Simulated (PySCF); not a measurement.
# Working out the ionisation energy of S⁺

S⁺ [Ne] 3s2 3p3 (4S) → S²⁺ [Ne] 3s2 3p2 (3P). All numbers are calculated (PySCF 2.14, the spin-free X2C one-electron Hamiltonian (Gaussian nucleus), in x2c-QZVPPall). Frozen: [Ne]. Energies in hartree (1 hartree = 27.21139 eV):

```json
{"part": "UHF", "S⁺ (lower)": "-398.258922", "S²⁺ (upper)": "-397.424323"}
{"part": "CCSD correlation", "S⁺ (lower)": "-0.114403", "S²⁺ (upper)": "-0.092890"}
{"part": "(T)", "S⁺ (lower)": "-0.004239", "S²⁺ (upper)": "-0.002507"}
```

What does Hartree-Fock give?

(-397.424323) − (-398.258922) = 0.834599 hartree = 22.711 eV.

What do CCSD and CCSD(T) give?

The CCSD correlation energies differ by 0.021513 hartree = 0.585 eV and the triples by 0.001732 hartree = 0.047 eV, so CCSD gives 23.296 eV and CCSD(T) 23.343 eV.

A first-order spin-orbit estimate adds -0.062 eV to CCSD(T) (valence), giving 23.281 eV against 23.338 eV (measured; NIST Atomic Spectra Database, ionization energies).

What remains against the reference includes basis incompleteness, the frozen core and higher excitations.
